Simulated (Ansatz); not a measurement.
One change: `[F][GaH][ZnH]` becomes `[OH][GaH][F]`.

Ansatz, PBE0-D4/def2-TZVP geometries, multiplicity 1. Each molecule was computed in one conformer, which needn't be the lowest.

Scalar relativity is left out up to krypton.

| property | `[F][GaH][ZnH]` |
| --- | --- |
| HOMO–LUMO gap (PBE0/def2-TZVPP) / eV | 4.86 |
| HOMO energy (PBE/def2-TZVPP) / eV | -6.12 |
| HOMO energy (B3LYP/def2-TZVPP) / eV | -7.01 |
| LUMO energy (B3LYP/def2-TZVPP) / eV | -2.56 |
| size of the dipole moment (ωB97M-V/def2-TZVPP) / D | 2.50 |
| HOMO–LUMO gap (B3LYP/def2-TZVPP) / eV | 4.45 |

Task: Give the same properties after the change, and the shifts. (An estimate is asked.)

Result: Computed: 
| property | `[OH][GaH][F]` | shift |
| --- | --- | --- |
| HOMO–LUMO gap (PBE0/def2-TZVPP) / eV | 8.42 | 3.56 |
| HOMO energy (PBE/def2-TZVPP) / eV | -7.69 | -1.57 |
| HOMO energy (B3LYP/def2-TZVPP) / eV | -9.10 | -2.09 |
| LUMO energy (B3LYP/def2-TZVPP) / eV | -1.27 | 1.29 |
| size of the dipole moment (ωB97M-V/def2-TZVPP) / D | 3.39 | 0.89 |
| HOMO–LUMO gap (B3LYP/def2-TZVPP) / eV | 7.84 | 3.39 |

With PBE0 the HOMO falls by 2.20 eV and the LUMO rises by 1.37 eV, so the gap widens by about 3.57 eV. PBE moves the HOMO by -1.57 eV and ωB97M-V by -2.53 eV. Dipoles are sizes alone; their direction can turn.

B3LYP here is the variant with VWN-RPA as its local correlation; programs differ in this.
